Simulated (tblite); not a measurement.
Compound: C₆H₁₀NSi (doublet state).
Cartesian coordinates in Å at the GFN2-xTB level; atoms count from 1:
```xyz
18
C6H10NSi angstrom
C     -0.3402    2.4857   -1.6249
C      0.0161    1.8294   -0.6907
C      0.4320    0.9730    0.4461
N      1.7317    0.4242    0.2101
Si     1.7235   -1.0906   -0.6289
C     -0.1631   -1.2354   -0.4664
C     -0.5195   -0.2200    0.6229
C     -1.9883    0.1796    0.6088
H      0.4406    1.6182    1.3355
H      2.4828    1.0943    0.2012
H      2.4972   -2.0387    0.1758
H      2.1978   -1.0192   -2.0106
H     -0.5290   -2.2258   -0.2049
H     -0.6505   -0.9458   -1.3981
H     -0.2785   -0.6600    1.5980
H     -2.2020    0.8905    1.4048
H     -2.2431    0.6440   -0.3412
H     -2.6161   -0.6972    0.7510
```

Level: GFN2-xTB in tblite, geometry and Hessian alike; calculated harmonic values, unscaled, isolated species. Against measured fundamentals such values can be off by several per cent, at times by over 20. Modes of hydrogen on silicon can be 10 to 20 % off. One conformer, not necessarily the lowest. Open shells enter through the occupations alone, without spin polarisation, and single modes of such species can be off by tens of per cent.

Harmonic wavenumbers (cm⁻¹): 79.6, 110.8, 136.8, 193.6, 207.6, 270.9, 321.3, 355.3, 401.3, 460.5, 487.3, 500.4, 532.7, 613.9, 661.8, 769.7, 782.8, 796.6, 811.3, 848.8, 920.1, 973.8, 1016.2, 1094.8, 1105.0, 1134.3, 1152.8, 1212.6, 1232.5, 1235.7, 1296.7, 1307.5, 1326.9, 1412.1, 1477.4, 1494.1, 1499.2, 2245.7, 2270.7, 2275.5, 2868.3, 2913.0, 2986.8, 3014.8, 3025.2, 3033.6, 3042.3, 3475.1.

A = 2400, B = 1629, C = 1224 MHz; mass 124.058 u (most abundant isotopes); point group C1, symmetry number 1; spin multiplicity 2.

Question: What is the zero-point energy?

Answer: Half the sum of the wavenumbers: 30693 cm⁻¹ = 367.17 kJ/mol.

Question: Entropy at 298.15 K, 1 bar (ideal gas, RRHO, classical rotation)?

Answer: Translation 168.98, rotation 119.65, vibration 102.76, spin (R ln 2) 5.76: S = 397.2 J/(mol K).

Question: And Cp and H(298.15 K) − H(0)?

Answer: Cp = 157.58 J/(mol K), of which vibrations give 124.32 (their classical limit is 48 R = 399.1); H(298.15 K) − H(0) = 27.49 kJ/mol without the zero-point energy, 17.58 from vibrations.

Question: Which modes carry the vibrational entropy at 298.15 K?

Answer: 79.6 cm⁻¹: 16.32; 110.8 cm⁻¹: 13.62; 136.8 cm⁻¹: 11.92; 193.6 cm⁻¹: 9.18; 207.6 cm⁻¹: 8.64; 270.9 cm⁻¹: 6.65 J/(mol K); the other 42 give 36.43 together.

Question: How do the functions run with temperature in this model?

Answer: 
```json
{"T (K)": "50", "S (J/(mol K))": "240.7", "Cp (J/(mol K))": "47.2", "H − H(0) (kJ/mol)": "1.88", "G − H(0) (kJ/mol)": "-10.16", "ln q(vib)": "0.18"}
{"T (K)": "100", "S (J/(mol K))": "280.7", "Cp (J/(mol K))": "70.5", "H − H(0) (kJ/mol)": "4.83", "G − H(0) (kJ/mol)": "-23.24", "ln q(vib)": "0.92"}
{"T (K)": "373.15", "S (J/(mol K))": "435.8", "Cp (J/(mol K))": "187.8", "H − H(0) (kJ/mol)": "40.46", "G − H(0) (kJ/mol)": "-122.17", "ln q(vib)": "7.07"}
{"T (K)": "500", "S (J/(mol K))": "497.0", "Cp (J/(mol K))": "230.9", "H − H(0) (kJ/mol)": "67.13", "G − H(0) (kJ/mol)": "-181.39", "ln q(vib)": "10.16"}
{"T (K)": "750", "S (J/(mol K))": "602.8", "Cp (J/(mol K))": "290.2", "H − H(0) (kJ/mol)": "132.83", "G − H(0) (kJ/mol)": "-319.26", "ln q(vib)": "16.10"}
{"T (K)": "1000", "S (J/(mol K))": "691.9", "Cp (J/(mol K))": "328.8", "H − H(0) (kJ/mol)": "210.54", "G − H(0) (kJ/mol)": "-481.41", "ln q(vib)": "21.65"}
```

q(vib) and H(0) count from the zero-point level.

Question: Blend soft modes into free rotors: weight 1/[1 + (100 cm⁻¹/ν̃)⁴] for the oscillator and the rest for a rotor with moment μB/(μ + B), μ = h/(8π²ν), B = 10⁻⁴⁴ kg m². What vibrational entropy results?

Answer: 99.29 J/(mol K) in place of 102.76, which changes −T·S at 298.15 K by +1.03 kJ/mol.

Question: What must be added to the electronic energy to get the Gibbs energy at 298.15 K and 1 bar?

Answer: ZPE + [H(298.15 K) − H(0)] − T·S = 367.17 + 27.49 − 118.41 = 276.25 kJ/mol.

Hindered rotation and anharmonicity are outside this model. Other conformers, if any are populated, would add a mixing term that is left out. The structure is chiral; the term R ln 2 for an equal mix with its mirror image is left out.
